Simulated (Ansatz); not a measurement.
The cation of CH3AlOS, SMILES `C1[O][AlH][S]1` at the neutral geometry.

```yaml
crystal:
  periodic: [false, false, false]
  atoms:
    - {symbol: C, position_ang: [-0.459992, 0.848672, -0.043742]}
    - {symbol: O, position_ang: [0.318347, 0.263204, 0.970473]}
    - {symbol: Al, position_ang: [0.681244, -1.185219, 0.110325]}
    - {symbol: S, position_ang: [-0.499077, -0.349510, -1.486480]}
    - {symbol: H, position_ang: [-0.019831, 1.785001, -0.393373]}
    - {symbol: H, position_ang: [-1.487600, 1.013091, 0.287445]}
    - {symbol: H, position_ang: [1.528210, -2.443240, 0.509653]}
basis:
  gaussian: {orbitals: def2-TZVPP}
total_charge: 1
magnetization: {spin_polarized: true, initial_magnetization: 1}
hamiltonian: {xc: {name: wB97X-V}}
```

```sh
$ ansatz run in.yaml --threads 2 --pin off --events-out ev --progress --plain --max-ram 4352MiB
```

Shortened log:

```
Functional definition: wB97X-V
1087 factors; their error is unknown
236 factors; integrals over basis functions are off by at most 1.1e-5 eV
mean field evaluation 1: about -20544.0453 eV, gradient 5.6e1 eV
mean field evaluation 2: about -20511.0500 eV, gradient 9.9e1 eV
mean field evaluation 4: about -20555.2513 eV, gradient 4.2e0 eV
mean field evaluation 8: about -20555.3482 eV, gradient 2.2e-1 eV
mean field evaluation 16: about -20555.3589 eV, gradient 4.0e-3 eV
mean field -20555.35891574 eV, -755.3955072308 hartree, gradient 6.0e-5 eV, S^2 0.754115; 2 other end points of the search recorded, 0 dependent functions left out
reference -20555.35891392 eV, -755.3955071639 hartree; 23, 22 occupied and 165, 166 virtual orbitals, 1087 factors
Total energy: -20555.35891392 eV, -755.3955071639 hartree
```

It took 17 s on 2 threads of an Arm Neoverse V2 on a shared host, with 0.68 GiB of host memory at the peak.
